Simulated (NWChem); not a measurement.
**Polarisability of silene (CH₄Si)**

```
Si
C 1 1.7076
H 2 1.0937 1 122.09
H 2 1.0937 3 115.83 1 180.00
H 1 1.4855 2 122.73 3 180.00
H 1 1.4855 5 114.54 2 180.00
```
Charge 0, spin multiplicity 1.

Everything below was run with NWChem. Structure: optimised with PBE0/def2-SVP, a minimum by its harmonic frequencies.

Basis set: 6-31G*. Static limit. This basis has no diffuse functions, which lowers polarisabilities.

```
method                isotropic polarisability (bohr³)  difference from CCSD linear response
--------------------  --------------------------------  ------------------------------------
HF                                               36.31                                 +1.73
LDA (SVWN5)                                      35.72                                 +1.14
PBE                                              35.64                                 +1.06
B3LYP                                            35.50                                 +0.92
CCSD linear response                             34.58                                  0.00
```

The values span 1.73 bohr³, from CCSD linear response (lowest) to HF (highest). 

The correlated methods keep 6 core orbitals frozen. B3LYP has NWChem's definition, with VWN1-RPA local correlation. The Pople sets run with spherical d functions. Differences from the coupled-cluster row are differences between methods, not errors against experiment.
